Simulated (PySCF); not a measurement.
Gas-phase XPS of GeH2Me(SiMe3), computed

Species: GeH2Me(SiMe3), C4H14GeSi.
Structure used (PBE0-D3(BJ)/def2-SVP), in Å, numbered top down from 1:
```xyz
20
C4H14GeSi angstrom
Ge     1.055    1.259    0.734
H      1.105    1.296    2.282
H      2.523    1.286    0.245
C      0.156    2.886    0.099
H      0.682    3.785    0.449
H     -0.878    2.920    0.473
H      0.130    2.903   -1.000
Si    -0.057   -0.712   -0.028
C     -1.860   -0.646    0.529
C      0.016   -0.769   -1.913
C      0.775   -2.243    0.692
H     -2.404   -1.546    0.199
H     -2.374    0.233    0.109
H     -1.934   -0.590    1.626
H     -0.499    0.097   -2.357
H      1.056   -0.768   -2.273
H     -0.473   -1.682   -2.292
H      1.832   -2.302    0.389
H      0.740   -2.233    1.793
H      0.270   -3.159    0.345
```

Method: PySCF, delta-SCF UKS SCAN, pcX-2 on the ionised atom, pcseg-1 elsewhere, spin-free X2C. Each binding energy is the total energy of the core-ionised species, with the hole localised on one atom, minus that of the ground state; both are solved self-consistently, so orbital relaxation is included.

Task: What binding energy does each computed site have?

Result: 
```json
{"atom(s)": "Si8", "bonded to": "3 C and Ge", "level": "Si 1s", "binding energy (eV)": "1845.46", "2p1/2 (eV)": "–", "above the level's lowest (eV)": "0.00", "count": "1"}
{"atom(s)": "C4", "bonded to": "3 H and Ge", "level": "C 1s", "binding energy (eV)": "289.94", "2p1/2 (eV)": "–", "above the level's lowest (eV)": "+0.07", "count": "1"}
{"atom(s)": "C9/C10/C11", "bonded to": "3 H and Si", "level": "C 1s", "binding energy (eV)": "289.87", "2p1/2 (eV)": "–", "above the level's lowest (eV)": "0.00", "count": "3"}
{"atom(s)": "Si8", "bonded to": "3 C and Ge", "level": "Si 2p3/2", "binding energy (eV)": "105.68", "2p1/2 (eV)": "106.30", "above the level's lowest (eV)": "0.00", "count": "1"}
```

The 2 C 1s values lie within 0.07 eV of each other; Gaussian lines of 0.5 eV full width would blend them into one maximum.

Task: Which photon wavelength matches the Si 1s of Si8 threshold?

Result: λ = hc/E = 12398.42 eV Å / 1845.46 eV = 6.718 Å.

Topologically equivalent atoms share the value of their first member; where this conformer doesn't relate them by symmetry, their own values could differ. The 2p values aren't plain energy differences: one relaxed spin-free 2p hole is combined with a matrix within the shell (ground-state 2p orbital-energy differences and spin–orbit coupling). 2p3/2, the mean of its two sublevels, lies a third of the splitting below the shell's mean and 2p1/2 two thirds above it; the statistical areas are 2:1. 2p1/2 minus 2p3/2 (ligand field included): Si 0.62 eV. No level of germanium is listed. Geometry: PBE0-D3(BJ)/def2-SVP; no solvent, vibrations or thermal averaging.

Hardware: an AMD EPYC with one thread, no GPU, on a shared host. Cost: 96 s wall, 0.86 GiB resident at most.
